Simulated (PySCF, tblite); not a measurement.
A set of runs on `[GeH2]([C@@H]1CC[C@@H]1O)[NH2]`; the geometry of each is named by its level. Settings lines and outputs come from a driver script.

Compound: C4H11GeNO.
Numbering: `[NH2:1][GeH2:2][C@@H:3]1[CH2:4][CH2:5][C@@H:6]1[OH:7]` (hydrogens: H8, H9 on N1; H10, H11 on Ge2; H12 on C3; H13, H14 on C4; H15, H16 on C5; H17 on C6; H18 on O7)

Step 1: GFN2-xTB geometry optimisation, gas phase (tblite 0.8.0) (from a force-field or distance-geometry start)
```json
{"job": {"kind": "relax", "xc": "GFN2-xTB", "basis": "xTB"}, "charge": 0, "multiplicity": 1}
```
```
step      E/eV     max force
  0    -627.01954    2.903
  1    -627.24821    0.764
  2    -627.31179    0.648
...
107    -627.65504    0.014
108    -627.65509    0.019
109    -627.65513    0.020
110    -627.65517    0.014
111    -627.65519    0.009
```

Energy lowered by 14.7 kcal/mol over 111 steps; largest atomic force 0.009 eV/Å at the end. «max force» is the largest atomic force in eV/Å.

The run took 1.2 s wall on an Arm Neoverse N1 with one thread, no GPU, shared host with 64 logical CPUs at a one-minute load of 53.

Step 2: GFN2-xTB harmonic vibrations, gas phase (tblite 0.8.0) (on the GFN2-xTB geometry)
```json
{"job": {"kind": "ir", "xc": "GFN2-xTB", "basis": "xTB"}, "charge": 0, "multiplicity": 1}
```
```
(table of modes left out)
```

48 modes from 74 to 3546 cm⁻¹ (unscaled, harmonic); zero-point energy 89.4 kcal/mol; all wavenumbers are real at this level.

The run took 0.97 s wall on one thread of an Arm Neoverse N1, no GPU, shared host.

Step 3: TDDFT wB97X-D/def2-SVPD, vertical, gas phase, core orbitals frozen in the response (PySCF 2.14.0, density-fitted response routines) (on the GFN2-xTB geometry)
```json
{"job": {"kind": "uv", "xc": "wB97X-D", "basis": "def2-SVPD", "nstates": 8, "ntriplets": 3}, "charge": 0, "multiplicity": 1}
```
```
...
Static polarisability (au): isotropic 86.686, principal 76.721 84.753 98.584
Singlet excitations
state   eV       nm        f      main configurations
  1   6.3713    194.6   0.02759   H->L 0.55, H->L+2 0.20, H->L+1 0.12
  2   7.1488    173.4   0.00645   H-1->L 0.79, H-1->L+2 0.11
  3   7.3335    169.1   0.01002   H->L+1 0.64, H->L 0.14
  4   7.4748    165.9   0.03186   H->L+2 0.53, H->L 0.23
  5   7.7360    160.3   0.03700   H->L+3 0.67, H->L+4 0.10
  6   8.0238    154.5   0.04160   H->L+7 0.30, H-2->L 0.23, H->L+6 0.10
  7   8.0738    153.6   0.07526   H->L+5 0.48, H->L+4 0.21
  8   8.1341    152.4   0.01864   H-1->L+1 0.73, H-1->L+3 0.16
Triplet excitations (Tamm-Dancoff, eV): 6.1604 6.9415 7.1462
```

HOMO -8.60 eV, LUMO 1.94 eV; lowest singlet 6.37 eV; lowest triplet 6.16 eV (Tamm–Dancoff); mean polarisability 86.7 au.

Hardware: Arm Neoverse N1, one thread, no GPU, on a shared host. Cost: 2.1 min, 1.1 GiB resident at most.

Geometry of the electronic-property runs (GFN2-xTB):
```
atom  x, y, z in Å
N1    -2.849    0.692    0.152
Ge2   -1.523   -0.491    0.496
C3     0.071   -0.517   -0.711
C4     1.251   -1.344   -0.181
C5     1.912   -0.049    0.309
C6     0.882    0.758   -0.496
O7     0.130    1.715    0.211
H8    -3.385    0.521   -0.688
H9    -2.553    1.658    0.143
H10   -2.194   -1.842    0.405
H11   -1.112   -0.278    1.922
H12   -0.213   -0.717   -1.744
H13    1.014   -2.075    0.591
H14    1.815   -1.835   -0.973
H15    1.783    0.104    1.380
H16    2.957    0.096    0.040
H17    1.298    1.203   -1.411
H18    0.709    2.408    0.543
```

 (This holds for the electronic-property runs.)

One conformer stands for the species.

The pairwise dispersion term of wB97X-D wasn't added to the energies; at a given geometry it leaves orbitals and properties as they are.
